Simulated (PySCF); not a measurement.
Working out the ionisation energy of S⁺

S⁺ [Ne] 3s2 3p3 (4S) → S²⁺ [Ne] 3s2 3p2 (3P). All numbers are calculated (PySCF 2.14, the spin-free X2C one-electron Hamiltonian (Gaussian nucleus), in ANO-RCC-VTZP (5s4p2d1f, 34 functions)). Frozen: 1s2. Energies in hartree (1 hartree = 27.21139 eV):

| part | S⁺ (lower) | S²⁺ (upper) |
| --- | --- | --- |
| UHF | -398.254138 | -397.419081 |
| CCSD correlation | -0.125889 | -0.106044 |
| (T) | -0.003885 | -0.002490 |

Question: What does Hartree-Fock give?

Answer: (-397.419081) − (-398.254138) = 0.835057 hartree = 22.723 eV.

Question: What do CCSD and CCSD(T) give?

Answer: The CCSD correlation energies differ by 0.019845 hartree = 0.540 eV and the triples by 0.001395 hartree = 0.038 eV, so CCSD gives 23.263 eV and CCSD(T) 23.301 eV.

A first-order spin-orbit estimate adds -0.062 eV to CCSD(T) (valence and next inner shell), giving 23.239 eV against 23.338 eV (measured; NIST Atomic Spectra Database, ionization energies).

What remains against the reference includes basis incompleteness, the frozen core and higher excitations.
